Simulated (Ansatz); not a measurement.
Conformers of `[F][Ti]([SH])([SH])[SH]`, each relaxed with PBE0-D4/def2-TZVP in Ansatz. CBS adds the triple-zeta coupled-cluster correction to the MP2 limit.

Outer-core shells of Ti are correlated without core-valence functions. Scalar relativity is left out up to krypton.

Not all of them had a frequency check.

Conformer A:

Z-matrix (Å, degrees):
```
Ti
S 1 2.266
S 1 2.266 2 105.8
F 1 1.751 2 112.9 3 -124.0
S 1 2.266 2 105.9 3 112.0
H 2 1.350 1 90.5 3 82.9
H 3 1.350 1 90.6 2 -165.4
H 5 1.350 1 90.6 2 82.8
```

Conformer B:

Cartesian coordinates in Å:
```
F -1.168 2.151 -0.407
Ti -0.349 0.643 -0.122
S -0.359 -0.617 -2.022
S -1.403 -0.508 1.540
S 1.808 1.038 0.499
H -0.542 -1.745 -1.311
H -0.226 -0.940 2.031
H 2.240 -0.022 -0.208
```

**Question.** Which is lowest in electronic energy at CCSD(T)/CBS (frozen core, def2 sets), and by how much? (An estimate is asked.)

**Answer.** Computed: A; B lies 9.8 kJ/mol higher.

**Question.** Give the energies relative to A (kJ/mol) with PBE-D4/def2-TZVPP, B3LYP-D4/def2-TZVPP, r2SCAN/def2-TZVPP, PBE0/def2-TZVPP, HF/def2-TZVPP, SCS-MP2/def2-QZVPP, MP2/CBS(def2). (Best estimate.)

**Answer.** Computed: 
```csv
level,B
PBE-D4/def2-TZVPP,8.7
B3LYP-D4/def2-TZVPP,9.9
r2SCAN/def2-TZVPP,9.2
PBE0/def2-TZVPP,8.8
HF/def2-TZVPP,8.1
SCS-MP2/def2-QZVPP,11.2
MP2/CBS(def2),12.1
```

B3LYP here is the variant with VWN-RPA as its local correlation; programs differ in this.
